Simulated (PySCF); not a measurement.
This PySCF input asks for the NMR shieldings of SMILES [S@]1(=O)C[C@@H](CC)C1, C5H10OS; the geometry comes from GFN2-xTB.

```python
import basis_set_exchange as bse
import numpy as np
from pyscf import gto, dft
from pyscf.prop import nmr

atoms = """
C    -2.174290   -0.574516    0.005870
C    -1.091966    0.494746    0.100173
C     0.233511    0.032368   -0.501622
C     1.301314    1.125207   -0.429117
S     1.984578    0.417011    1.155347
O     3.405951    0.126334    0.995136
C     0.973134   -0.955908    0.401352
H    -1.874689   -1.480441    0.526730
H    -2.367939   -0.828445   -1.033966
H    -3.099985   -0.216816    0.449118
H    -0.933948    0.770967    1.145421
H    -1.427860    1.386661   -0.434356
H     0.055386   -0.343357   -1.514059
H     0.941296    2.147152   -0.349463
H     2.059063    1.048147   -1.203850
H     1.638296   -1.624908   -0.137110
H     0.371150   -1.512172    1.113408
"""
names = dict.fromkeys(["C", "S", "O", "H"], "pcSseg-1")
basis = {el: gto.basis.parse(bse.get_basis(n, elements=[el], fmt="nwchem")) for el, n in names.items()}
mol = gto.M(atom=atoms, basis=basis, charge=0, verbose=0)
mf = dft.RKS(mol, xc="PBE0")
mf.grids.level = 2
mf.grids.alignment = dft.numint.BLKSIZE   # the property module wants whole blocks of grid points
mf.conv_tol = 1e-9
mf.kernel()

calc = nmr.RKS(mf)   # GIAO
C = mf.mo_coeff
Co = C[:, mf.mo_occ > 0]
resp = mf.gen_response(singlet=True, hermi=2)
def vind(x):   # induced exchange potential for any number of trial vectors
    d = np.einsum("pi,xij,qj->xpq", C, 2 * x.reshape(-1, C.shape[1], Co.shape[1]), Co, optimize=True)
    return np.einsum("xpq,pi,qj->xij", resp(d - d.transpose(0, 2, 1)), C, Co, optimize=True).ravel()
mo1, _ = nmr.rhf.solve_mo1(calc, with_cphf=vind)
sigma = calc.kernel(mo1)
for i, s in enumerate(sigma):   # ppm
    w = np.linalg.eigvalsh((s + s.T) / 2)
    print("%2d %-2s iso %8.1f  s11 %8.1f  s22 %8.1f  s33 %8.1f" % (i, mol.atom_pure_symbol(i), w.mean(), *w))
```

Problem. Give the expected output.

Solution. 
```
 0 C  iso    172.7  s11    158.4  s22    171.8  s33    187.8
 1 C  iso    150.9  s11    138.0  s22    149.0  s33    165.6
 2 C  iso    156.8  s11    147.0  s22    158.7  s33    164.8
 3 C  iso    122.5  s11     85.1  s22    115.2  s33    167.2
 4 S  iso    150.1  s11    -36.3  s22    120.2  s33    366.3
 5 O  iso    211.9  s11    -54.4  s22    204.9  s33    485.4
 6 C  iso    126.0  s11     85.9  s22    122.6  s33    169.6
 7 H  iso     30.7  s11     26.1  s22     30.3  s33     35.7
 8 H  iso     31.0  s11     26.7  s22     28.6  s33     37.6
 9 H  iso     30.5  s11     25.8  s22     27.6  s33     38.1
10 H  iso     30.5  s11     26.0  s22     30.9  s33     34.5
11 H  iso     30.1  s11     25.1  s22     29.7  s33     35.3
12 H  iso     29.5  s11     24.5  s22     28.7  s33     35.2
13 H  iso     28.7  s11     25.6  s22     28.1  s33     32.3
14 H  iso     28.6  s11     26.4  s22     26.8  s33     32.5
15 H  iso     28.8  s11     26.6  s22     27.2  s33     32.5
16 H  iso     28.6  s11     25.1  s22     29.1  s33     31.5
```

These numbers come from an equivalent density-fitted implementation of the same equations, which agrees with the script to about 0.01 ppm for H and up to a few tenths of a ppm for heavy atoms, so last digits may differ.

Problem. Turn these shieldings into chemical shifts. Referencing at the same level of theory: TMS for $^{13}$C (σ = 186.93 ppm), $^{1}$H (σ = 31.72 ppm); CS2 for $^{33}$S (σ = 503.73 ppm); $^{17}$O (σ = 336.08 ppm) vs H2O.

Solution. Averaging equivalent atoms: C 3/6: 62.7; C 1: 36.1; C 2: 30.1; C 0: 14.3; S 4: 354; O 5: 124.1; H 13/16: 3.12; H 14/15: 3.05; H 12: 2.26; H 10/11: 1.43; H 7/8/9: 0.98 ppm. Experimental scales use liquid or dissolved standards, which lie at an offset from isolated H2O (liquid H2O: subtract about 36 ppm).

Size and cost of the density-fitted run: 176 basis functions, 63 s wall time on 1 thread of an Intel Xeon, shared host; peak memory 0.8 GiB.
